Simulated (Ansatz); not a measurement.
Ideal-gas functions of Cl₃HSeZr, SMILES `[Cl][Zr]([Cl])([Cl])[SeH]` at 500 K and 1 bar, from an Ansatz frequency run at PBE0-D4/def2-TZVP.

Molar mass 277.55 g/mol, point group Cs (symmetry number 1), electronic degeneracy 1, moments of inertia 519.202, 767.0, 781.97 u Å². Harmonic wavenumbers (cm⁻¹, unscaled): 67, 74, 91, 95, 101, 126, 270, 387, 408, 424, 445, 2404.

Use S(trans) = R[1.5 ln M + 2.5 ln T − 1.1517]; rotational temperatures θ = 24.2544 K / I; S(rot) = R[ln(√π/σ · √(T³/θAθBθC)) + 1.5]; for each mode x = 1.438777 ν̃/T, S = R[x/(eˣ − 1) − ln(1 − e⁻ˣ)] and H = RT x/(eˣ − 1); 1 cm⁻¹ = 0.0119627 kJ/mol; R = 8.31446 J/(mol·K).

Question: By hand: the entropy, in J/(mol·K).

Answer: Translation 189.8. Rotation: θ = 0.0467, 0.0316, 0.031 K, giving 136.3. Vibration, mode by mode: 22.01, 21.19, 19.48, 19.12, 18.62, 16.80, 10.62, 7.84, 7.44, 7.16, 6.80, 0.07, in all 157.1. Electronic 0.0. Sum 483.2 J/(mol·K).

Question: By hand: H − E and G − E in kJ/mol, counted from the electronic energy.

Answer: Zero-point energy ½ × 4892 × 0.0119627 = 29.3; thermal vibration 33.2; translation, rotation and pV give 4 RT = 16.6. H − E = 79.1 kJ/mol, and G − E = 79.1 − 500 × 483.2/1000 = -162.5 kJ/mol.

Vibration gives 33 % of the entropy, 117.2 J/(mol·K) of it from the modes under 150 cm⁻¹: soft modes count most, and the harmonic formula is weakest for them. The sum counts one conformer and one mirror image; others add a mixing term.
